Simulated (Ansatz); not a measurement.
`[AlH2][CH2][GeH3]` and `C[CH2][GeH3]` differ in one atom or group.

Ansatz, PBE0-D4/def2-TZVP geometries, multiplicity 1. 

Scalar relativity is left out up to krypton.

```csv
property,`[AlH2][CH2][GeH3]`
LUMO energy (PBE/def2-TZVPP) / eV,-2.22
HOMO–LUMO gap (B3LYP/def2-TZVPP) / eV,6.11
size of the dipole moment (B3LYP/def2-TZVPP) / D,0.97
HOMO–LUMO gap (ωB97M-V/def2-TZVPP) / eV,10.28
HOMO–LUMO gap (PBE/def2-TZVPP) / eV,4.57
size of the dipole moment (PBE/def2-TZVPP) / D,0.98
```

What does the change do to each property? (Estimate.)

Computed: 
| property | `C[CH2][GeH3]` | shift |
| --- | --- | --- |
| LUMO energy (PBE/def2-TZVPP) / eV | 0.05 | 2.27 |
| HOMO–LUMO gap (B3LYP/def2-TZVPP) / eV | 8.61 | 2.50 |
| size of the dipole moment (B3LYP/def2-TZVPP) / D | 0.86 | -0.11 |
| HOMO–LUMO gap (ωB97M-V/def2-TZVPP) / eV | 12.81 | 2.53 |
| HOMO–LUMO gap (PBE/def2-TZVPP) / eV | 7.10 | 2.53 |
| size of the dipole moment (PBE/def2-TZVPP) / D | 0.88 | -0.10 |

With PBE0 the HOMO falls by 0.29 eV and the LUMO rises by 2.28 eV, so the gap widens by about 2.57 eV. PBE moves the HOMO by -0.27 eV and ωB97M-V by -0.32 eV. The zero-point energy changes by 67.9 kJ/mol with +3 modes. Dipoles are sizes alone; their direction can turn.

B3LYP here is the variant with VWN-RPA as its local correlation; programs differ in this.
